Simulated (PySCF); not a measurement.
Working with the constants of ZrH⁺

UHF-CCSD(T) constants of ZrH⁺, ³Δ (triplet), unpaired electrons σ ↑, δ ↑ (PySCF, scalar-relativistic core potentials, basis sets Zr def2-TZVPPD with ECP28, H def2-TZVPPD; masses 89.9047 and 1.0078 u):

* ωe: 1738.0 cm⁻¹
* ωexe: 20.6 cm⁻¹
* Be: 5.1882 cm⁻¹
* αe: 0.106 cm⁻¹
* De to Zr⁺ (4d2 5s1) + H: 2.61 eV

Q: What force constant and bond length do these constants imply?

A: Reduced mass μred = 0.99665 u; k = 5.8918×10⁻⁷·μred·ωe² (u, cm⁻¹, mdyn/Å) = 1.77 mdyn/Å; Re = √(16.8576/(μred·Be)) (u, cm⁻¹, Å) = 1.806 Å.

Q: Estimate the centrifugal constant D from the Kratzer relation and find the Dunham coefficient a1.

A: D = 4Be³/ωe² = 0.000185 cm⁻¹; a1 = −1 − αeωe/(6Be²) = -2.14.

Correlated steps freeze no core orbitals. These are scalar-relativistic numbers at best; spin–orbit coupling would shift them, the dissociation energy most. For an ion De counts to the pair picked by the measured ionisation energies or electron affinities, which need not be the lowest pair at this level. With d or f electrons several states lie close, and the lowest PBE0 determinant need not be the measured ground state.
